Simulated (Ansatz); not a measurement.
Reaction (formal exchange of groups at a Ga–C bond): `C[CH](C)[Ga]([SH])[SH]` + propane → `[SH][GaH][SH]` + `CCCC(C)C`

Gas-phase electronic energies from Ansatz, PBE0-D4/def2-TZVP geometries. CCSD(T)/CBS is the MP2 limit (def2-TZVPP, def2-QZVPP) plus CCSD(T) − MP2 in def2-TZVPP, frozen cores. For Ga outer-core shells are correlated without core-valence functions, which leaves a few kJ/mol of doubt a bond. Scalar relativity is left out up to krypton. Each species was taken in one conformer, which may not be the lowest.

```tsv
species	HF/def2-TZVPP energy (Eh)
`C[CH](C)[Ga]([SH])[SH]`	-2837.30886
`CCC`	-118.31060
`[SH][GaH][SH]`	-2720.16091
`CCCC(C)C`	-235.45319
```

Work out ΔE.

ΔE = (-2720.16091) + (-235.45319) − (-2837.30886) − (-118.31060) = 0.00536 Eh = +0.15 eV. CCSD(T)/CBS gives +0.26 eV.

Largest T1 diagnostic among the species: 0.013.

In def2-TZVPP, CCSD(T) changes the Hartree–Fock value by +0.08 eV (the triples alone add +0.01 eV) and MP2 by +0.12 eV. From PBE to PBE0 (25 % exact exchange), in def2-TZVPP and without D4, ΔE moves by −0.04 eV.
